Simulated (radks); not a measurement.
Task: The mean radii <r> (bohr) of the occupied orbitals of an atom or ion are listed with their occupations. Calculated with a radial shooting solver on a logarithmic mesh with Libxc functionals: scalar-relativistic Kohn-Sham, exchange-only LDA, spin-polarised, spherical densities, point nucleus.

| orbital | occ. | <r> |
|---|---|---|
| 1s up | 1 | 0.04557 |
| 1s down | 1 | 0.04556 |
| 2s up | 1 | 0.2029 |
| 2s down | 1 | 0.2025 |
| 2p up | 3 | 0.1772 |
| 2p down | 3 | 0.1768 |
| 3s up | 1 | 0.5590 |
| 3s down | 1 | 0.5617 |
| 3p up | 3 | 0.5599 |
| 3p down | 3 | 0.5635 |
| 3d up | 4 | 0.5359 |

Name the element and its charge. Open shells, if any, are filled with parallel spins first.

Result: Z = 33, arsenic, charge +11: As11+ in [Ar] 3d4. The 1s radius gives Z: for a bare nucleus <r> = (2 gamma + 1)/(2Z) with gamma = sqrt(1 - (Z/c)^2), 0.04456 bohr for Z = 33, and screening makes it slightly larger (0.04557 here). The occupations add up to 22, and the charge is Z minus that.
